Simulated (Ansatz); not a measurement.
C2H2Se (`C1=C[Se]1`), relaxed with RKS PBE0-D4/def2-TZVP in Ansatz 0.2.0 from a PBE-D4/def2-SVP geometry. The force threshold is 0.005 eV/Å; the program also tests the step.

Total charge 0; spin multiplicity 1.

Start:

```xyz
5

C    -0.277   -0.605   -0.053
C     0.118    0.564    0.337
Se    0.840    0.217   -1.499
H    -0.829   -1.532    0.126
H     0.148    1.357    1.090
```

Question: By how much does the energy fall, and how many steps does the optimiser take? (Estimate.)

Answer: Computed: 3.70 kJ/mol, in 4 steps.

Question: Which bonds change most? (Best estimate.)

Answer: Computed: C1–C2 from 1.294 to 1.271 Å; C2–Se3 from 2.003 to 1.981 Å; C1–Se3 from 2.003 to 1.981 Å; C2–H5 from 1.094 to 1.075 Å.

Question: Give the relaxed structure. (An estimate is asked.)

Answer: Computed: 
```xyz
5

C    -0.275   -0.595   -0.048
C     0.113    0.553    0.336
Se    0.829    0.214   -1.480
H    -0.815   -1.509    0.121
H     0.147    1.337    1.071
```
